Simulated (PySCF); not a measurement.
Molfile (atoms numbered from 1):
```
C7H15F
     RDKit          3D

 23 22  0  0  0  0  0  0  0  0999 V2000
    1.9855    0.1360   -1.5196 C   0  0  0  0  0  0  0  0  0  0  0  0
    1.4196   -0.0258   -0.1174 C   0  0  0  0  0  0  0  0  0  0  0  0
   -0.0149   -0.5841   -0.0137 C   0  0  0  0  0  0  0  0  0  0  0  0
   -0.4130   -0.6088    1.4656 C   0  0  0  0  0  0  0  0  0  0  0  0
   -0.0612   -2.0178   -0.5488 C   0  0  0  0  0  0  0  0  0  0  0  0
   -1.0191    0.2542   -0.8252 C   0  0  0  0  0  0  0  0  0  0  0  0
   -1.0937    1.7254   -0.4867 C   0  0  0  0  0  0  0  0  0  0  0  0
   -2.0414    2.3307   -1.2798 F   0  0  0  0  0  0  0  0  0  0  0  0
    1.4027    0.8492   -2.1235 H   0  0  0  0  0  0  0  0  0  0  0  0
    2.0085   -0.8179   -2.0675 H   0  0  0  0  0  0  0  0  0  0  0  0
    3.0183    0.5133   -1.4804 H   0  0  0  0  0  0  0  0  0  0  0  0
    1.4644    0.9449    0.4067 H   0  0  0  0  0  0  0  0  0  0  0  0
    2.0777   -0.6954    0.4635 H   0  0  0  0  0  0  0  0  0  0  0  0
   -0.3364    0.3851    1.9329 H   0  0  0  0  0  0  0  0  0  0  0  0
    0.2455   -1.2861    2.0320 H   0  0  0  0  0  0  0  0  0  0  0  0
   -1.4479   -0.9649    1.5928 H   0  0  0  0  0  0  0  0  0  0  0  0
   -1.0600   -2.4577   -0.4013 H   0  0  0  0  0  0  0  0  0  0  0  0
    0.6684   -2.6568   -0.0261 H   0  0  0  0  0  0  0  0  0  0  0  0
    0.1604   -2.0604   -1.6257 H   0  0  0  0  0  0  0  0  0  0  0  0
   -0.7922    0.1694   -1.9008 H   0  0  0  0  0  0  0  0  0  0  0  0
   -2.0277   -0.1736   -0.6945 H   0  0  0  0  0  0  0  0  0  0  0  0
   -0.1288    2.2316   -0.6613 H   0  0  0  0  0  0  0  0  0  0  0  0
   -1.3754    1.8873    0.5675 H   0  0  0  0  0  0  0  0  0  0  0  0
  1  2  1  0
  2  3  1  0
  3  4  1  0
  3  5  1  0
  3  6  1  0
  6  7  1  0
  7  8  1  0
  1  9  1  0
  1 10  1  0
  1 11  1  0
  2 12  1  0
  2 13  1  0
  4 14  1  0
  4 15  1  0
  4 16  1  0
  5 17  1  0
  5 18  1  0
  5 19  1  0
  6 20  1  0
  6 21  1  0
  7 22  1  0
  7 23  1  0
M  END
```

Geometry: PBE0-D3(BJ)/def2-SVP; GIAO shifts from PySCF 2.14.0 with density-fitted response routines, gas phase, non-relativistic, averaged over equivalent atoms.

At PBE0/pcSseg-1 (211 basis functions, 40 s wall time on 1 thread of an Arm Neoverse V1, shared host):
```
                  atoms  δ (ppm)
                     C7     81.2
                     C6     40.2
                     C2     34.7
                     C3     31.0
                  C4/C5     31.0
                     C1      9.8
                     F8   -248.3
                H22/H23     4.38
                H20/H21     1.49
                H12/H13     0.97
             H9/H10/H11     0.94
H14/H15/H16/H17/H18/H19     0.89
```

Shifts are taken against calculated references (same method and geometry level): $^{13}$C (σ = 184.41 ppm), $^{1}$H (σ = 31.27 ppm) vs TMS; CFCl3 for $^{19}$F (σ = 177.25 ppm).

Q: Estimate the result of repeating the calculation with KT2/pcSseg-1.

A: 
```json
{"atoms": "C7", "δ at KT2/pcSseg-1": "82.0", "change": "+0.8"}
{"atoms": "C6", "δ at KT2/pcSseg-1": "41.1", "change": "+0.9"}
{"atoms": "C2", "δ at KT2/pcSseg-1": "36.3", "change": "+1.6"}
{"atoms": "C3", "δ at KT2/pcSseg-1": "34.1", "change": "+3.1"}
{"atoms": "C4/C5", "δ at KT2/pcSseg-1": "31.1", "change": "+0.1"}
{"atoms": "C1", "δ at KT2/pcSseg-1": "10.3", "change": "+0.5"}
{"atoms": "F8", "δ at KT2/pcSseg-1": "-271.5", "change": "-23.2"}
{"atoms": "H22/H23", "δ at KT2/pcSseg-1": "4.53", "change": "+0.15"}
{"atoms": "H20/H21", "δ at KT2/pcSseg-1": "1.55", "change": "+0.06"}
{"atoms": "H12/H13", "δ at KT2/pcSseg-1": "1.11", "change": "+0.14"}
{"atoms": "H9/H10/H11", "δ at KT2/pcSseg-1": "0.98", "change": "+0.04"}
{"atoms": "H14/H15/H16/H17/H18/H19", "δ at KT2/pcSseg-1": "0.93", "change": "+0.04"}
```

Scale: $^{13}$C (σref 183.22), $^{1}$H (σref 31.18) against TMS; $^{19}$F (σref 138.57) vs CFCl3 (reference shieldings calculated alike).

The largest change is at F8 (fluorine on an sp3 carbon). Cost: 211 basis functions, 57 s wall time on 1 thread of an Arm Neoverse V1, shared host. The order of the carbon signals is the same at both levels.

Unscaled 19F shifts against computed CFCl3 carry errors that often reach 10 to 50 ppm.
